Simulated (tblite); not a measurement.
C4H6F2O2Si.
Numbering: `[O:1]=[C:2]([OH:3])/[CH:4]=[C:5](\[F:6])[CH2:7][SiH2:8][F:9]` (hydrogens: H10 on O3; H11 on C4; H12, H13 on C7; H14, H15 on Si8)

Computed with GFN2-xTB (tblite), gas phase: L-BFGS steps from a force-field or distance-geometry start until the largest atomic force falls under 0.01 eV/Å.

The end geometry, which sets the zero of energy:
```
atom  x, y, z in Å
O1      2.9134    0.2524    0.7611
C2      2.4737   -0.0736   -0.3107
O3      3.2549   -0.1642   -1.4075
C4      1.0865   -0.4100   -0.6397
C5      0.0750   -0.4142    0.2345
F6      0.2849   -0.1004    1.5199
C7     -1.3429   -0.6858   -0.0636
Si8    -2.3671    0.9365   -0.0826
F9     -3.8628    0.4566   -0.4359
H10     4.1682    0.0641   -1.1764
H11     0.9006   -0.6662   -1.6690
H12    -1.7523   -1.3347    0.7130
H13    -1.4327   -1.1953   -1.0210
H14    -1.9564    1.7958   -1.1803
H15    -2.4475    1.5471    1.2305
```

Task: These geometries come from the run, each turned onto the end geometry. Order them by energy, lowest first.
A.
```
atom  x, y, z in Å
O1      2.8020    0.2140    0.9000
C2      2.4954   -0.1058   -0.2190
O3      3.4101   -0.2483   -1.2006
C4      1.1460   -0.3933   -0.7126
C5      0.0603   -0.3573    0.0664
F6      0.1796   -0.0230    1.3583
C7     -1.3399   -0.6212   -0.3073
Si8    -2.4448    0.9312   -0.0483
F9     -3.7938    0.3782    0.6361
H10     4.2941   -0.0634   -0.8482
H11     1.0742   -0.6625   -1.7520
H12    -1.7315   -1.3972    0.3528
H13    -1.3893   -0.9955   -1.3252
H14    -2.8589    1.4705   -1.3360
H15    -1.9080    1.8818    0.9079
```
B.
```
atom  x, y, z in Å
O1      2.6753    0.1828    0.8930
C2      2.4836   -0.1227   -0.2620
O3      3.4752   -0.2294   -1.1554
C4      1.1370   -0.4049   -0.7743
C5      0.0835   -0.3428    0.0568
F6      0.2440    0.0007    1.3387
C7     -1.3354   -0.5923   -0.2733
Si8    -2.4781    0.9221   -0.0124
F9     -3.7893    0.3244    0.6648
H10     4.3478   -0.0338   -0.7767
H11     0.9183   -0.6882   -1.7835
H12    -1.7135   -1.4163    0.3435
H13    -1.3970   -0.8920   -1.3102
H14    -2.7790    1.4112   -1.3405
H15    -1.8768    1.8892    0.8638
```
C.
```
atom  x, y, z in Å
O1      2.9030    0.2840    0.7656
C2      2.4707   -0.0482   -0.3073
O3      3.2672   -0.1941   -1.3868
C4      1.0777   -0.3457   -0.6476
C5      0.0742   -0.4178    0.2330
F6      0.2826   -0.1822    1.5351
C7     -1.3412   -0.6929   -0.0736
Si8    -2.3640    0.9299   -0.0942
F9     -3.8735    0.4264   -0.3426
H10     4.1879   -0.0213   -1.1377
H11     0.8775   -0.5273   -1.6902
H12    -1.7541   -1.3393    0.7042
H13    -1.4249   -1.2040   -1.0316
H14    -2.0193    1.7445   -1.2486
H15    -2.3685    1.5961    1.1946
```
D.
```
atom  x, y, z in Å
O1      2.6054    0.1639    0.8749
C2      2.4576   -0.1167   -0.2321
O3      3.5214   -0.2206   -1.1343
C4      1.0889   -0.4122   -0.7908
C5      0.0714   -0.3276    0.1055
F6      0.3005    0.0163    1.3835
C7     -1.3298   -0.6009   -0.2842
Si8    -2.4638    0.9026   -0.0164
F9     -3.8305    0.2935    0.6913
H10     4.4397   -0.0268   -0.7997
H11     0.8894   -0.6978   -1.8185
H12    -1.7165   -1.4085    0.3430
H13    -1.4217   -0.8698   -1.3483
H14    -2.7604    1.4169   -1.3656
H15    -1.8560    1.8958    0.8639
```
E.
```
atom  x, y, z in Å
O1      2.8870    0.2785    0.7949
C2      2.4792   -0.0531   -0.2875
O3      3.3058   -0.2246   -1.3398
C4      1.0923   -0.3286   -0.6698
C5      0.0767   -0.4067    0.1964
F6      0.2857   -0.1954    1.5027
C7     -1.3388   -0.6766   -0.1142
Si8    -2.3978    0.9245   -0.0944
F9     -3.9282    0.4243   -0.1381
H10     4.2192   -0.0522   -1.0645
H11     0.9264   -0.5058   -1.7189
H12    -1.7403   -1.3422    0.6516
H13    -1.4178   -1.1676   -1.0809
H14    -2.2019    1.6842   -1.3180
H15    -2.2520    1.6494    1.1527
```

Result: C (0.005 eV), E (0.011 eV), A (0.054 eV), B (0.198 eV), D (0.621 eV).

In the order of the answer:

```csv
step,E above end (eV),largest force (eV/Å),rms force component (eV/Å),rms distance from end (Å),rms bond change (Å),bond most changed (Å)
75,0.005,0.05,0.018,0.071,0.000,Si8–H14 +0.001
63,0.011,0.06,0.020,0.151,0.001,C7–H13 -0.001
16,0.054,0.09,0.031,0.471,0.002,C7–Si8 +0.004
4,0.198,0.66,0.237,0.488,0.008,Si8–F9 -0.018
1,0.621,4.93,1.108,0.500,0.028,O1=C2 -0.052
```

The cost below is that of the whole relaxation. The run took 1.2 s wall on Arm Neoverse N1, one thread, on a shared host.
